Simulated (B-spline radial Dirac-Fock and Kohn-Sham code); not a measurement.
**The Fe-like isoelectronic sequence (26 electrons), Z = 35 to 49**

Calculated with an atomic code on a B-spline grid, using Dirac-Fock ΔSCF + Breit + QED. Binding energies in eV, tabulated ground configurations ([Ar] 3d8 throughout). The model has no electron correlation.

```csv
ion,2p1/2,2p3/2,3s,3p1/2,outermost level,NIST ionisation energy
Br⁹⁺,1810.4,1763.6,453.8,385.7,264.4 (3d),261 ± 2.2
Kr¹⁰⁺,1969.7,1916.7,510.8,439.0,310.2 (3d),308 ± 3
Rb¹¹⁺,2136.6,2076.7,571.0,495.6,359.2 (3d),356 ± 2.5
Sr¹²⁺,2311.2,2243.7,634.6,555.5,411.3 (3d),408 ± 3
Zr¹⁴⁺,2683.3,2598.5,771.7,685.2,524.7 (3d),520 ± 3
Nb¹⁵⁺,2880.9,2786.3,845.3,755.0,586.1 (3d),581 ± 3
Mo¹⁶⁺,3086.3,2981.0,922.2,828.1,650.6 (3d),646 ± 3
Tc¹⁷⁺,3299.6,3182.6,1002.5,904.6,718.1 (3d),713 ± 3
Ru¹⁸⁺,3520.7,3391.1,1086.1,984.4,788.7 (3d),784 ± 3
Rh¹⁹⁺,?,?,?,?,?,?
Pd²⁰⁺,3986.9,3828.9,1263.5,1154.0,939.2 (3d),933 ± 4
Ag²¹⁺,4232.0,4058.2,1357.4,1243.9,1019.0 (3d),1013 ± 4
Cd²²⁺,4485.3,4294.4,1454.7,1337.2,1101.9 (3d),1095 ± 4
In²³⁺,4746.8,4537.5,1555.4,1434.0,1187.9 (3d),1181 ± 4
```

Question: Fill in the row of Rh¹⁹⁺.

Answer: 2p1/2 3749.8, 2p3/2 3606.6, 3s 1173.1, 3p1/2 1067.5, outermost 862.4 (3d), NIST 857 ± 4 eV.

NIST's values are for the lowest levels; a dash marks a value that is missing or belongs to another shell. Their kind here: theoretical. Where a p, d or f shell is open in either ion the computed value averages over both j values and all terms, while the table refers to the lowest levels; that difference holds spin-orbit splitting (largest in heavy or highly charged ions), term energies where several electrons share open shells, and correlation, and it can reach 10 % or more.
